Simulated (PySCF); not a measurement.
Be(Me)2 (C2H6Be), SMILES [CH3][Be][CH3].

Geometry: r2SCAN-D4/def2-TZVP. The isomer is the one that the SMILES or the coordinates give; other isomers of the formula were not compared.

All values below come from ωB97X/def2-TZVPD run with PySCF.

Symmetry labels are those of the subgroup C2h that the program uses (full group D3d).

List the valence orbital energies around the gap with their symmetry. (The exact figures need the calculation; the answer reports its results.)


| orbital | symmetry | energy (eV) |
|---|---|---|
| HOMO−7 | Ag | -21.61 |
| HOMO−6 | Bu | -21.55 |
| HOMO−5 | Bu | -13.35 |
| HOMO−4 | Au | -13.35 |
| HOMO−3 | Ag | -13.10 |
| HOMO−2 | Bg | -13.10 |
| HOMO−1 | Ag | -11.43 |
| HOMO | Bu | -10.56 |
| LUMO | Ag | 1.49 |
| LUMO+1 | Bu | 1.73 |
| LUMO+2 | Au | 1.73 |
| LUMO+3 | Bu | 1.81 |
